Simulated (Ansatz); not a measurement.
# Scan of the Sb2–H3 bond length

SbHF (SMILES [F][SbH]), doublet, at its PBE0-D4/def2-TZVP minimum:

| atom | x (Å) | y (Å) | z (Å) |
| --- | --- | --- | --- |
| F1 | -0.8262 | 1.1003 | -0.3412 |
| Sb2 | -0.3238 | -0.7513 | -0.2559 |
| H3 | 1.1390 | -0.4137 | 0.5838 |

The bond length Sb2–H3 (1.720 Å at the minimum) is set to the values below, with the rest relaxed at PBE0-D4/def2-TZVP at each step. Each method's energies count from its own value at the PBE0-D4 minimum structure. 3 of 9 computed points, where the reference changed state or T1 grew large, are left out. Ansatz 0.2.0; basis: def2-TZVPP; cores frozen in the correlated methods; orbitals are unrestricted. Filled d shells of the heavier atoms are correlated. Core potentials replace the inner electrons of the atoms past krypton. The def2 sets are not built for correlating such inner shells, so the correlated values are less sure here.

CCSD(T) energies along the scan:
```
bond length (Å)  CCSD(T) (kcal/mol)
          1.411               22.44
          1.483               11.45
          1.589                2.70
          1.713               -0.02
          1.851                2.66
          1.999                9.07
```
They count from the CCSD(T) energy at the PBE0-D4 minimum.

Minimum and curvature along this coordinate at CCSD(T): A fifth-order fit through the nearest points gives 1.708 Å, with a curvature of about 14 eV/Å².

Largest difference from the CCSD(T) curve over the scan: PBE-D4 2.91; PBE0-D4 1.47; wB97M-V 0.40; MP2 1.54 kcal/mol. Each curve counts from its own value at the minimum.

The T1 diagnostic stays at or below 0.018. ⟨S²⟩ of the unrestricted Hartree–Fock references: 0.77 (a pure state has 0.75).

For scale, one of the runs: CCSD(T)/def2-TZVPP, 95 basis functions (an equivalent command: `ansatz run in.yaml --threads 2`). The run took about 4.3 s on 2 CPU threads (shared host).
